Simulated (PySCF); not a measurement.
**Worked example: oscillator strength and radiative lifetime**

SnFBr, SMILES [Br][Sn][F] (connectivity only; charge and spin as stated), neutral, multiplicity 1.

Geometry: B3LYP-D3(BJ)/def2-TZVP. The def2 effective core potentials stand for the cores of Sn; spin–orbit coupling is left out.

TDDFT-PBE0/def2-SVPD run with PySCF 2.14.0 puts the first singlet state with f over 0.02 at 4.51 eV (vertical), with the transition dipole (-0.050, -0.423, 0.000) in atomic units.

Task: Find the oscillator strength, the wavelength and the radiative lifetime that this transition would have in vacuum if emission retraced absorption.

Result: 
|μ|² = 0.1814 au, so |μ| = 1.08 D. ΔE = 4.51/27.211 = 0.1657 hartree. f = (2/3) ΔE |μ|² = 0.020 (the program prints 0.020).
λ = 1239.84/4.51 = 275 nm; ν = 36376 cm⁻¹.
Einstein's coefficient A = 0.6670 ν² f s⁻¹ (ν in cm⁻¹) = 1.8e7 s⁻¹, so τ = 1/A = 57 ns. This state is S3; the lower singlets have f = 0.016, 0.019. The figure is the radiative limit of this one transition; relaxation, internal conversion, crossing to triplets and a medium change what is measured.
